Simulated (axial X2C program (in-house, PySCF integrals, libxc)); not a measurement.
## GeF⁻ at several levels of theory

Calculated with an in-house all-electron X2C program for linear molecules (integrals from PySCF). Spin-free means the one-electron spin-free X2C Hamiltonian; two-component (2c) means X2C with spin–orbit coupling and atomic mean-field two-electron Coulomb and Gaunt terms, so the difference of the two also holds small scalar two-electron terms. Basis: Ge dyall-acv3z [10s10p8d5f1g], F dyall-av3z [7s6p3d2f] (cores contracted in-house); Gaussian nuclei, density fitting, unrestricted open shells. Masses: Ge 73.921 u, F 18.998 u.

State, spin-free: M_S = 1, Λ = 0 (beyond evenly filled blocks: π+α, π-α); electrons by block: σα: 10, σβ: 10, π+α: 5, π+β: 4, π-α: 5, π-β: 4, δ+α: 1, δ+β: 1, δ-α: 1, δ-β: 1. Fragments: Ge + F-.

State, 2c: Ω = 1 (⟨Sz⟩ = 1.00, ⟨Lz⟩ = 0.00 at PBE0); electrons by block: 1/2: 14, -1/2: 15, 3/2: 6, -3/2: 5, 5/2: 1, -5/2: 1. Fragments: Ge + F-.

```tsv
Hamiltonian	level	Re (Å)	ωe (cm⁻¹)	ωexe (cm⁻¹)	Be (cm⁻¹)	αe (cm⁻¹)	De (eV)	D0 (eV)	k (mdyn/Å)	μ (D)
spin-free	PBE0	1.841	510.8	3.44	0.3293	0.00314	3.08	3.05	2.32	-0.16
spin-free	HF	1.819	532.0	4.01	0.3372	0.00335	2.82	2.79	2.52	-0.21
spin-free	MP2	1.856	499.0	3.31	0.3237	0.00309	2.88	2.84	2.22	n/a
spin-free	CCSD	1.845	510.3	3.51	0.3276	0.00315	2.94	2.91	2.32	n/a
spin-free	CCSD(T)	1.851	503.3	3.39	0.3254	0.00312	2.93	2.90	2.26	n/a
spin-free	B97-3	1.858	490.0	3.32	0.3233	0.0032	2.87	2.84	2.14	-0.26
2c	PBE0	1.841	510.4	3.44	0.3291	0.00314	n/a	n/a	2.32	-0.16
2c	HF	1.819	531.6	4.01	0.3371	0.00335	n/a	n/a	2.52	-0.21
2c	MP2	1.857	498.6	3.3	0.3236	0.00309	n/a	n/a	2.21	n/a
2c	CCSD	1.845	509.9	3.51	0.3275	0.00315	n/a	n/a	2.32	n/a
2c	CCSD(T)	1.852	502.9	3.39	0.3252	0.00312	n/a	n/a	2.25	n/a
2c	B97-3	1.858	489.5	3.32	0.3231	0.0032	n/a	n/a	2.13	-0.26
```

Correlated methods: 12 electrons correlated (number of frozen shells: Ge 3 s, 2 p, 1 d; F 1 s), 264 virtual spin orbitals or spinors in MP2, 90 natural virtuals in coupled cluster.

Dipoles are positive if F is the positive end and refer to the centre of mass.

One determinant describes the state; a PBE0 search over occupations chose it and may have missed a lower one. Dissociation energies refer to the lowest single-determinant-based atoms at the same level and basis. De is not given where an atomic determinant may have missed its ground term or J level, or where the truncated virtual space spoils (T). Density functionals use the spin component along the axis (collinear). Coupled cluster ran in a truncated set of natural virtual spinors; the MP2 energy of the rest was added. (T) has no such correction and the atoms are truncated less, which lowers De at CCSD(T) by a hundredth of an eV or more. Other states lie close and PBE0, whose exact exchange favours high spin, may order them wrongly; the determinant shown need not be the ground state. The nearest other spin-free determinant of the search, M_S = 0, Λ = 2, lies 0.67 eV up at the distance of the search. Without a current term, density functionals place determinants with orbital angular momentum somewhat too high. With several unpaired electrons one determinant need not be a pure state. Open-shell Ω = 0 determinants with evenly filled partner blocks cannot be reached by this program, so the Ω shown need not be the lowest component. This is the Ω = 1 component of a π² triplet; the 0⁺ component is not one determinant and can lie lowest. The highest occupied level of some functionals is positive through self-interaction error; at Hartree–Fock it is bound. With the outer-core shells frozen, correlated bond lengths of heavy atoms tend to come out a few hundredths of an ångström too long. Hartree–Fock gets electron affinities wrong, so its lowest charge split need not be the true one.

Rough cost a point (2c) on 1 thread(s) of a shared host, integrals apart: PBE0 0.6 s, HF 0.3 s, CCSD(T) 7 s, B97-3 0.6 s.

The whole task took 3 min on 1 thread of Intel(R) Xeon(R) Processor @ 2.30GHz (shared host).
